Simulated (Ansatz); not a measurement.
Reaction (SMILES): [Ge]([F])([F])[F] → 3 F atom + Ge atom
B3LYP-D3(BJ)/def2-TZVP geometries, fixed; electronic energies without zero-point terms.

Basis-set convergence of the atomisation energy at HF with Ansatz (a first-principles code). All functions are spherical. Open shells are unrestricted. No added dispersion term, no relativity. Functions are those of the species that has most. Reference: the value in aug-pcseg-3, 222.41 kcal/mol, itself unsure by roughly 0.27 kcal/mol (its mean distance from aug-cc-pVQZ, cc-pV5Z, def2-QZVPPD). Deviations are taken from unrounded values.

```
basis        functions  atomisation energy (kcal/mol)  minus reference (kcal/mol)
-----------  ---------  -----------------------------  --------------------------
pcseg-0             49                         190.74                      -31.67
pcseg-1             69                         199.30                      -23.11
cc-pVTZ            133                         217.68                       -4.73
def2-TZVPP         141                         219.95                       -2.46
aug-cc-pVTZ        197                         220.01                       -2.40
aug-pcseg-2        197                         221.47                       -0.94
cc-pVQZ            233                         222.10                       -0.31
def2-QZVPP         260                         221.92                       -0.49
aug-pcseg-3        348                         222.41                        0.00
```

The smallest set listed that lies within 4 kcal/mol of the reference with all its larger relatives (same family, alike in diffuse functions; a set with none counts only in the reference's own line) is def2-TZVPP (141 functions, -2.46 kcal/mol off). (Relatives not listed, tested too: def2-QZVP -0.71, aug-cc-pVQZ -0.20, cc-pV5Z -0.26 kcal/mol.)
